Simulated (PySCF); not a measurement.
## How methods differ on the ionisation energy of Ne³⁺

Ne³⁺ [He] 2s2 2p3 [2p1/2^2 2p3/2^1, M_J = 3/2] → Ne⁴⁺ [He] 2s2 2p2 [2p1/2^2, M_J = 0], as a difference of total energies. All numbers are calculated (PySCF 2.14, the two-component X2C-1e Hamiltonian, in an even-tempered Gaussian basis (19 s from 0.21 bohr⁻², ratio 2.4; 11 p from 0.27 bohr⁻², ratio 2.4; 6 d from 2.1 bohr⁻², ratio 2.6; 5 f from 3.2 bohr⁻², ratio 2.6)). Correlated levels: nothing frozen; the 30 highest virtual spinors dropped. "Screened" scales the spin-orbit matrix elements by Boettger's factors to mimic the two-electron term; Breit and QED terms are absent.

```
                    method  ionisation energy (eV)  difference from reference (eV)
           GHF (spin-free)                  96.938                          -0.252
          GMP2 (spin-free)                  97.482                          +0.292
 GHF (screened spin-orbit)                  96.883                          -0.307
GMP2 (screened spin-orbit)                  97.428                          +0.238
```

Reference: 97.190 eV (semi-empirical (NIST evaluation); NIST Atomic Spectra Database, ionization energies).

The labels give the starting determinants; with spin-orbit coupling the two ends relaxed to ⟨J²⟩ = 3.75, ⟨L²⟩ = 0.00, ⟨S²⟩ = 3.75 and ⟨J²⟩ = 1.96, ⟨L²⟩ = 2.00, ⟨S²⟩ = 2.00.

The determinant of Ne⁴⁺ mixes levels of different J (the jj label is only the starting occupation), so the difference between spin-free and spin-orbit rows is not the physical spin-orbit shift.
